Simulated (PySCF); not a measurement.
Species: C₇H₁₁Cl.
Structure used (GFN2-xTB), in Å, numbered top down from 1:
```xyz
19
C7H11Cl angstrom
C     -1.5125   -1.3433   -0.4508
C     -0.2752   -0.6158   -0.9190
C      0.7519   -0.1318    0.0416
C      2.1848   -0.3590    0.3302
C      1.1614   -0.3963    1.4403
C     -0.0791    0.8678   -0.6599
C     -1.0942    1.7187    0.0541
Cl     0.7140    1.7734   -1.9703
H     -1.7647   -1.0699    0.5702
H     -2.3592   -1.1121   -1.0946
H     -1.3399   -2.4175   -0.4849
H      0.0956   -0.9699   -1.8757
H      2.6308   -1.2897    0.0110
H      2.8550    0.4865    0.2785
H      0.9120   -1.3537    1.8746
H      1.1431    0.4216    2.1459
H     -1.9094    1.9841   -0.6167
H     -1.4981    1.1811    0.9078
H     -0.6263    2.6349    0.4101
```

The closed-shell SCF was solved with PySCF and density fitting under several settings on one GFN2-xTB geometry (grid level 2 and gas phase unless stated).

```csv
settings,basis functions,SCF cycles,E (Eh),HOMO (eV),LUMO (eV),dipole (D)
PBE0/pcSseg-1,198,14,-732.9717,-7.37,0.88,2.24
PBE0/def2-SVPD,255,14,-732.7130,-7.42,0.57,2.30
"WP04/pcSseg-1, fitting basis def2-universal-jkfit",198,10,-744.7352,-8.51,-1.24,2.29
B3LYP/cc-pVDZ,171,13,-733.5276,-6.97,0.89,2.09
```

Q: Estimate the row for these settings: X3LYP/def2-SVPD.

A: 
| settings | basis functions | SCF cycles | E (Eh) | HOMO (eV) | LUMO (eV) | dipole (D) |
| --- | --- | --- | --- | --- | --- | --- |
| X3LYP/def2-SVPD | 255 | 13 | -733.0076 | -7.25 | 0.30 | 2.28 |

Q: Over all rows, what range does the HOMO–LUMO gap span?

A: From 7.27 eV (WP04/pcSseg-1, fitting basis def2-universal-jkfit) to 8.25 eV (PBE0/pcSseg-1). The functional of the narrowest has 12 % exact exchange, that of the widest 25 % exact exchange.

Q: Compare two rows with the functional PBE0: PBE0/pcSseg-1 and PBE0/def2-SVPD. Which energy is lower, and by how much?

A: PBE0/pcSseg-1 (198 functions) lies 0.2587 Eh or 162 kcal/mol below PBE0/def2-SVPD (255 functions). The smaller set gives the lower energy; the two sets aren't nested, so the variational bound doesn't order them by size.

Cycle counts include a coarse-grid stage where the run had one. WP04 was designed for NMR shieldings or shifts; total energies of different functionals aren't comparable.
